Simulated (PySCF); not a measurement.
C8H12.
Z-matrix (Å and degrees, GFN2-xTB geometry), rows numbered from 1:
```
C 
C   1  1.3231
C   2  1.4672  1  124.28
C   3  1.5141  2  119.49  1  -146.71
C   4  1.4881  3   60.26  2  -109.41
C   5  1.5204  3  127.40  4  -116.44
C   6  1.5397  5   88.89  3  -141.37
C   5  1.5195  3  126.09  4   116.20
H   1  1.0763  2  121.99  3  -179.92
H   1  1.0777  2  121.62  3     0.33
H   2  1.0824  1  120.23  3   179.80
H   3  1.0844  2  114.45  1    -1.37
H   4  1.0803  3  117.45  5   108.46
H   4  1.0800  3  117.98  5  -108.90
H   6  1.0893  5  114.34  3   -25.03
H   6  1.0897  5  114.64  3   101.71
H   7  1.0875  6  114.33  5   118.44
H   7  1.0876  6  114.06  5  -115.30
H   8  1.0893  5  114.26  3    25.72
H   8  1.0895  5  114.59  3  -100.78
```

Computed with TDDFT PBE0/def2-SVPD, vertical, gas phase, core orbitals frozen in the response (PySCF).

Orbital energies (eV): HOMO-3 -8.75, HOMO-2 -8.67, HOMO-1 -7.75, HOMO -6.72, LUMO 0.35, LUMO+1 0.90, LUMO+2 1.29.

Q: Among the lowest singlets, which states do these configurations lead, and at what energies: HOMO→LUMO+1, HOMO-1→LUMO, HOMO→LUMO?

A: 

```csv
state,leading configuration,weight,Δε (eV),E (eV),E − Δε (eV),f,other configurations
S1,HOMO→LUMO,0.92,7.07,6.48,-0.59,0.449,–
S2,HOMO→LUMO+1,0.86,7.62,6.63,-0.99,0.032,–
S4,HOMO-1→LUMO,0.89,8.10,6.99,-1.11,0.021,–
```

E − Δε runs from -1.11 to -0.59 eV. Among themselves, these states come in the order of their orbital differences. Δε is the difference of the two orbital energies.

H and L stand for HOMO and LUMO. The other states: S3 6.91 eV, f 0.0042, H→L+3 (51%), H→L+2 (38%); S5 7.06 eV, f 0.0030, H→L+2 (46%), H→L+3 (30%), H→L+1 (11%); S6 7.17 eV, f 0.0037, H→L+4 (85%).

Q: Which computed triplets share their leading configuration (75% or more) with a singlet, and how far apart are the partners?

A: 

```tsv
configuration	triplet	E(T) (eV)	singlet	E(S) (eV)	E(S) − E(T) (eV)
HOMO→LUMO	T1	4.22	S1	6.48	+2.26
HOMO→LUMO+1	T2	6.55	S2	6.63	+0.08
```

The 2 triplets are Tamm–Dancoff values, the singlets full response.

Summed over the main configurations (up to three a state, each over 8%) of all 6 singlets, the electron leaves HOMO with weight 4.39 and HOMO-1 with weight 0.89.

One conformer stands for the species.
